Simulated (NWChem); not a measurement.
The numbers come from NWChem runs, not from measurements. System: CH₂F, charge 0, spin multiplicity 2, at a geometry optimised with UB3LYP/def2-SVP. The structure started from a generated list of species. Its SCF solution wasn't tested for a lower state. Level: UB3LYP/def2-TZVPD, VWN1-RPA local correlation.

Input file:

```
start mol
memory heap 200 mb stack 900 mb global 1100 mb
geometry units angstroms nocenter noautoz
  C     -0.642811     0.100152     0.000000
  F      0.680693    -0.053162     0.000000
  H     -1.134687    -0.061226     0.963505
  H     -1.134687    -0.061226    -0.963505
  symmetry group Cs
end
basis spherical
  * library def2-tzvpd
end
dft
  xc b3lyp
  odft
  mult 2
  semidirect memsize 60000000 filesize 0
  iterations 100
end
task dft energy
```

NWChem printed:

```
             Northwest Computational Chemistry Package (NWChem) 7.3.0
             --------------------------------------------------------

                                NWChem Input Module
                                -------------------

 Scaling coordinates for geometry "geometry" by  1.889725989
 (inverse scale =  0.529177249)

 Turning off AUTOSYM since
 SYMMETRY directive was detected!

                             Geometry "geometry" -> ""
                             -------------------------

 Output coordinates in angstroms (scale by  1.889725989 to convert to a.u.)

  No.       Tag          Charge          X              Y              Z
 ---- ---------------- ---------- -------------- -------------- --------------
    1 C                    6.0000    -0.64281100     0.10015200     0.00000000
    2 F                    9.0000     0.68069300    -0.05316200     0.00000000
    3 H                    1.0000    -1.13468700    -0.06122600     0.96350500
    4 H                    1.0000    -1.13468700    -0.06122600    -0.96350500

 Effective nuclear repulsion energy (a.u.)      32.1623640666

            Nuclear Dipole moment (a.u.)
            ----------------------------
        X                 Y               Z
 ---------------- ---------------- ----------------
    -0.0000056692     0.0000037795     0.0000000000

      Symmetry information
      --------------------

 Group name             Cs
 Group number              2
 Group order               2
 No. of unique centers     3

      Symmetry unique atoms

     1    2    3


 Summary of "ao basis" -> "" (spherical)
 ------------------------------------------------------------------------------
       Tag                 Description            Shells   Functions and Types
 ---------------- ------------------------------  ------  ---------------------
 *                         def2-tzvpd                 on all atoms

                                 NWChem DFT Module
                                 -----------------

 Summary of "ao basis" -> "ao basis" (spherical)
 ------------------------------------------------------------------------------
       Tag                 Description            Shells   Functions and Types
 ---------------- ------------------------------  ------  ---------------------
 C                         def2-tzvpd               13       37   6s3p3d1f
 F                         def2-tzvpd               14       40   6s4p3d1f
 H                         def2-tzvpd                5        9   3s2p

 Summary of "ao basis" -> "ao basis" (spherical)
 ------------------------------------------------------------------------------
       Tag                 Description            Shells   Functions and Types
 ---------------- ------------------------------  ------  ---------------------
 C                         def2-tzvpd               13       37   6s3p3d1f
 F                         def2-tzvpd               14       40   6s4p3d1f
 H                         def2-tzvpd                5        9   3s2p

      Symmetry analysis of basis
      --------------------------

        a'         61
        a"         34

            General Information
            -------------------
          SCF calculation type: DFT
          Wavefunction type:  spin polarized.
          No. of atoms     :     4
          No. of electrons :    17
           Alpha electrons :     9
            Beta electrons :     8
          Charge           :     0
          Spin multiplicity:     2
[...]
    50      0.046003  2 F  px                 4      0.038055  1 C  s

 Vector    8  Occ=1.000000D+00  E=-3.758994D-01  Symmetry=a"
              MO Center= -1.8D-01, -2.3D-02, -1.7D-14, r^2= 1.6D+00
   Bfn.  Coefficient  Atom+Function         Bfn.  Coefficient  Atom+Function
  ----- ------------  ---------------      ----- ------------  ---------------
    46      0.379626  2 F  pz                49      0.306011  2 F  pz
     9     -0.224958  1 C  pz                52      0.214764  2 F  pz
    79     -0.198939  3 H  s                 88      0.198939  4 H  s
    15     -0.163081  1 C  pz                12     -0.133297  1 C  pz
    78     -0.124438  3 H  s                 87      0.124438  4 H  s

 Vector    9  Occ=0.000000D+00  E=-6.956582D-02  Symmetry=a'
              MO Center= -6.7D-01,  2.3D-01, -3.0D-15, r^2= 1.8D+00
   Bfn.  Coefficient  Atom+Function         Bfn.  Coefficient  Atom+Function
  ----- ------------  ---------------      ----- ------------  ---------------
     5      0.460735  1 C  s                  8     -0.366270  1 C  py
    11     -0.333941  1 C  py                14     -0.258088  1 C  py
    80     -0.221268  3 H  s                 89     -0.221268  4 H  s
    45      0.199114  2 F  py                48      0.163633  2 F  py
    51      0.145709  2 F  py                 4     -0.144768  1 C  s

 Vector   10  Occ=0.000000D+00  E= 1.372647D-02  Symmetry=a'
              MO Center= -7.6D-01, -1.1D-01, -1.6D-15, r^2= 8.5D+00
   Bfn.  Coefficient  Atom+Function         Bfn.  Coefficient  Atom+Function
  ----- ------------  ---------------      ----- ------------  ---------------
     5      3.553479  1 C  s                  6      2.477770  1 C  s
    80     -2.009229  3 H  s                 89     -2.009229  4 H  s
    43     -1.561708  2 F  s                 53      0.461373  2 F  px
    86      0.442952  3 H  pz                95     -0.442952  4 H  pz
    28      0.296033  1 C  d  0              84     -0.267611  3 H  px

 Vector   11  Occ=0.000000D+00  E= 4.630795D-02  Symmetry=a'
              MO Center= -1.2D-01, -8.8D-02,  4.7D-13, r^2= 7.5D+00
   Bfn.  Coefficient  Atom+Function         Bfn.  Coefficient  Atom+Function
  ----- ------------  ---------------      ----- ------------  ---------------
     5      2.851304  1 C  s                 80     -1.957148  3 H  s
    89     -1.957148  4 H  s                 53     -0.975699  2 F  px
    84     -0.839516  3 H  px                93     -0.839516  4 H  px
    43      0.728215  2 F  s                  4     -0.643229  1 C  s
    28      0.501308  1 C  d  0              13     -0.460990  1 C  px

   alpha - beta orbital overlaps
   -----------------------------

   alpha      1      2      3      4      5      6      7      8      9     10
    beta      1      2      3      4      6      5      7      8      9     10
 overlap   1.000  1.000  1.000  0.997  0.995  1.000  0.992  1.000  0.979  0.999

   alpha     11     12     13     14     15     16     17     18     19     20
    beta     11     12     13     14     15     16     17     18     19     21
 overlap   0.996  1.000  0.961  0.976  0.999  0.995  0.999  0.983  0.892  0.890

   alpha     21     22     23     24     25     26     27     28     29     30
    beta     20     22     23     24     26     25     27     28     29     30
 overlap   1.000  0.993  0.992  0.987  0.984  0.992  1.000  0.898  0.896  0.984

   alpha     31     32     33     34     35     36     37     38     39     40
    beta     31     32     34     33     35     36     37     38     39     40
 overlap   0.999  0.974  0.999  1.000  0.998  1.000  0.999  0.999  0.996  0.995

   alpha     41     42     43     44     45     46     47     48     49     50
    beta     41     42     43     44     45     46     47     48     49     50
 overlap   0.997  0.861  1.000  0.864  0.993  0.994  1.000  1.000  0.996  0.999

   alpha     51     52     53     54     55     56     57     58     59     60
    beta     51     52     53     54     55     56     57     58     59     60
 overlap   0.965  0.964  0.997  0.998  0.998  0.996  0.995  0.999  0.998  0.999

   alpha     61     62     63     64     65     66     67     68     69     70
    beta     61     62     63     64     65     66     67     68     69     70
 overlap   0.999  0.999  0.999  0.999  0.997  0.999  0.992  0.918  0.921  0.999

   alpha     71     72     73     74     75     76     77     78     79     80
    beta     71     72     74     73     75     76     77     78     79     80
 overlap   0.992  0.999  0.999  0.999  0.999  1.000  1.000  1.000  1.000  1.000

   alpha     81     82     83     84     85     86     87     88     89     90
    beta     81     82     83     84     85     86     87     88     89     90
 overlap   1.000  1.000  1.000  1.000  1.000  1.000  1.000  1.000  1.000  1.000

   alpha     91     92     93     94     95
    beta     91     92     93     94     95
 overlap   1.000  1.000  1.000  1.000  1.000

     --------------------------
     Expectation value of S2:
     --------------------------
      <S2> =      0.7536 (Exact =     0.7500)

 center of mass
 --------------
 x =   0.16778285 y =   0.00391641 z =   0.00000000

 moments of inertia (a.u.)
 ------------------
           7.330269268298           4.735530362114           0.000000000000
           4.735530362114          64.162685451169           0.000000000000
           0.000000000000           0.000000000000          58.128515643599

     Multipole analysis of the density
     ---------------------------------

     L   x y z        total         alpha         beta         nuclear
     -   - - -        -----         -----         ----         -------
     0   0 0 0     -0.000000     -9.000000     -8.000000     17.000000

     1   1 0 0     -0.490640      0.305780     -0.796415     -0.000006
     1   0 1 0     -0.094533     -0.266864      0.172327      0.000004
     1   0 0 1     -0.000000     -0.000000     -0.000000      0.000000

     2   2 0 0     -8.709060    -22.102184    -19.547629     32.940753
     2   1 1 0      0.252806      1.434481      0.864585     -2.046260
     2   1 0 1      0.000000      0.000000     -0.000000      0.000000
     2   0 2 0     -9.451476     -6.047963     -3.736035      0.332522
     2   0 1 1     -0.000000     -0.000000     -0.000000      0.000000
     2   0 0 2     -7.966146     -7.582149     -7.014334      6.630337

 Task  times  cpu:        3.5s     wall:        3.5s

 Total times  cpu:        3.6s     wall:        3.6s
```
